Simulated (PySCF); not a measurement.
Stationary points of HfOI₂

All numbers come from PySCF, PBE, basis Hf def2-SVP with ECP60, O def2-SVP, I def2-SVP with ECP28 (scalar-relativistic core potentials, no spin–orbit coupling, density fitting).

Relaxations began from a few typed shapes. The search is not exhaustive: other isomers or separated fragments can lie lower, and high-lying points may rest on an excited occupation.

Which is the lowest minimum found?
A. singlet Cs: Hf–I 2.735 Å (×2), Hf–O 1.760 Å; I–Hf–I 115.7°, I–Hf–O 108.4° (×2)
B. singlet C2v: Hf–I 2.754 Å (×2), Hf–O 1.761 Å; I–Hf–I 131.2°, I–Hf–O 114.4° (×2)
C. singlet Cs: Hf–I 2.735 Å (×2), Hf–O 1.761 Å; I–Hf–I 114.9°, I–Hf–O 108.6° (×2)

A. The others lie at -0.2 (singlet Cs, a saddle point), 7.8 (singlet C2v, a saddle point) kJ/mol above it.

Formally Hf is in oxidation state +4, d0. The polar-tensor charge on Hf, 1.60, is far below the formal one.

For the lowest minimum: no spin–orbit coupling is included, which matters more the heavier the element.
